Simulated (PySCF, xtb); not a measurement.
Mg(F)(Et) (C₂H₅FMg), SMILES C[CH2][Mg][F]. Other conformers were not sampled.

Harmonic wavenumbers (cm⁻¹) from GFN2-xTB in xtb at its own minimum, in rising order: 24, 95, 215, 227, 426, 581, 588, 916, 962, 1071, 1152, 1222, 1403, 1452, 1476, 1480, 2955, 2959, 2970, 2985, 2990.

Problem. What does B3LYP-D3(BJ)/def2-SVP in PySCF give at its own minimum? (The exact figures need the calculation; the answer reports its results.)

Solution. 91, 114, 231, 235, 447, 560, 774, 914, 948, 1011, 1170, 1241, 1396, 1433, 1471, 1484, 2997, 3009, 3049, 3061, 3083. Paired by order, the mean absolute difference is 40 cm⁻¹ and the zero-point energies are 40.2 and 41.1 kcal/mol.
